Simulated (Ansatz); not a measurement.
Ansatz (a first-principles code) input (r2SCAN/def2-TZVPD):

Ansatz 0.2 input:
```yaml
crystal:
  periodic: [false, false, false]
  atoms:
    - {symbol: C, position_ang: [-1.88207024, 1.07176932, -0.84559844]}
    - {symbol: O, position_ang: [-1.10962776, -0.11266092, -0.97856927]}
    - {symbol: Ge, position_ang: [-0.07626037, -0.63272760, 0.37816261]}
    - {symbol: O, position_ang: [1.16910500, 0.60613996, 0.68363142]}
    - {symbol: C, position_ang: [2.11935940, 0.89700430, -0.33107944]}
    - {symbol: H, position_ang: [-1.24983389, 1.95661931, -0.72096478]}
    - {symbol: H, position_ang: [-2.47040827, 1.18922682, -1.75660505]}
    - {symbol: H, position_ang: [-2.57076546, 1.01616162, 0.00560406]}
    - {symbol: H, position_ang: [-0.87552681, -0.68987911, 1.68727248]}
    - {symbol: H, position_ang: [0.55854199, -1.94012453, -0.11539693]}
    - {symbol: H, position_ang: [2.81155788, 1.64127055, 0.06490032]}
    - {symbol: H, position_ang: [2.69429659, 0.00876863, -0.61817462]}
    - {symbol: H, position_ang: [1.64291684, 1.30476585, -1.22826887]}
basis:
  gaussian:
    orbitals: def2-TZVPD
hamiltonian:
  xc: {name: r2SCAN}
total_charge: 1
magnetization: {spin_polarized: true, initial_magnetization: 1}
```

Output:

```
Functional definition: r2SCAN
integrals: 0.28 GiB planned
1497 factors; their error is unknown
0.46 GiB of the device are held for the grids
1.83 GiB of device memory are held for the factors and their scratch space
mean field: 1.98 GiB planned
mean field evaluation 1: about -62778.7758 eV, gradient 8.1e1 eV
mean field evaluation 2: about -62544.4867 eV, gradient 2.1e2 eV
mean field evaluation 4: about -62802.9797 eV, gradient 3.1e1 eV
mean field evaluation 8: about -62806.6955 eV, gradient 2.1e0 eV
mean field evaluation 16: about -62806.6783 eV, gradient 3.6e-1 eV
mean field evaluation 32: about -62806.6787 eV, gradient 8.0e-6 eV
mean field evaluation 64: about -62806.6139 eV, gradient 1.1e-2 eV
mean field evaluation 96: about -62806.6787 eV, gradient 7.4e-6 eV
mean field -62806.67865528 eV, -2308.1028686857 hartree, gradient 7.4e-6 eV, S^2 0.757818; 9 other end points of the search recorded, 0 dependent functions left out
reference -62806.67867470 eV, -2308.1028693993 hartree; 34, 33 occupied and 246, 247 virtual orbitals, 1497 factors
Total energy: -62806.67867470 eV, -2308.1028693993 hartree
```

This state (charge 1, doublet) is run at the relaxed geometry of the species with charge 0 and multiplicity 1.
